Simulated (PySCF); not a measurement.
## Structure elucidation problem

The spectra below were simulated for a compound C3H9ClO3Si.

1H NMR (600 MHz, computed): δ 3.82 (s, 9H).

13C{1H} NMR (computed): δ 53.4 (3C).

Theory: coordinates at the GFN2-xTB level, GIAO PBE0/pcSseg-1 shieldings, in PySCF (a single conformation, isolated molecule, no relativistic terms, averaged over atoms made equivalent by symmetry, fast rotation or ring inversion).

Referencing at the same level of theory: 1H, 13C vs TMS.

Task: What is the structure?

Result: 
1. The formula gives 0 degrees of unsaturation.
2. 1 carbon signal for 3 carbons: some carbons are equivalent by symmetry or fast rotation.
3. Carbon types of the structure: 3 × CH3, which accounts for all hydrogens.
4. δC 53.4: methyl carbon bonded to O; pulled downfield by the heteroatom.
5. δH 3.82: hydrogen on a methyl carbon bonded to O; its carbon carries O, which withdraws density.

The compound is `CO[Si](Cl)(OC)OC`.

The shifts were computed for this structure.

Shifts are as computed. Against solution values, carbons near 30 ppm lie about +3 ppm off and those near 130 ppm about +5 ppm. Of 1309 compounds with measured shifts, 239 miss one by over three times the rms of a fit or turn the order of signals round; such compounds aren't used in these exercises.
